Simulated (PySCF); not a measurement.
## CdSi: frontier orbitals

PBE at R = 2.573 Å; Cd x2c-TZVPPall, Si x2c-TZVPPall; spin-free X2C with a Gaussian nucleus (PySCF 2.14). State: ³Σ⁻ (triplet), unpaired electrons π ↑↑. Only the outer orbitals are listed, counted within each symmetry.

| spin | orbital | occ. | ε (eV) | on Cd (%) | main shells (%) |
| --- | --- | --- | --- | --- | --- |
| α | 13σ | 1 | -10.87 | 19 | 81 Si s, 11 Cd d |
| α | 14σ | 1 | -6.56 | 66 | 65 Cd s, 25 Si p, 8 Si s |
| α | 7π | 1 | -4.33 | 11 | 88 Si p, 10 Cd p |
| α | 7π | 1 | -4.33 | 11 | 88 Si p, 10 Cd p |
| α | 15σ | 0 | -3.61 | 50 | 51 Si p, 26 Cd p, 24 Cd s |
| α | 8π | 0 | -1.22 | 88 | 87 Cd p, 9 Si p |
| α | 8π | 0 | -1.22 | 88 | 87 Cd p, 9 Si p |
| β | 13σ | 1 | -9.66 | 23 | 77 Si s, 14 Cd s |
| β | 14σ | 1 | -6.21 | 68 | 66 Cd s, 19 Si p, 13 Si s |
| β | 15σ | 0 | -3.27 | 46 | 54 Si p, 30 Cd p, 16 Cd s |
| β | 7π | 0 | -2.80 | 31 | 69 Si p, 30 Cd p |
| β | 7π | 0 | -2.80 | 31 | 69 Si p, 30 Cd p |

Task: Which are the highest filled and the lowest empty level, where do they sit, and how wide is the gap?

Result: Highest filled α 7π at -4.33 eV (in %: 88 Si p, 10 Cd p); lowest empty α 15σ at -3.61 eV (in %: 51 Si p, 26 Cd p, 24 Cd s); the gap at PBE is 0.72 eV.

| Item | Value |
| --- | --- |
| bond order (Mayer) | 1.23 |
| ⟨S²⟩ | 2.012 |
| charge on Cd (Mulliken, basis-dependent) | 0.20 |
| charge on Cd (Löwdin, basis-dependent) | -0.02 |
| dipole moment (positive dipole means Cd(−)Si(+)) | -2.31 D |
| polarisability along the bond | 128.4 bohr³ |
| polarisability across the bond | 67.1 bohr³ |

Spin–orbit coupling is left out. The state was picked by a PBE0 search and need not be the measured ground state.
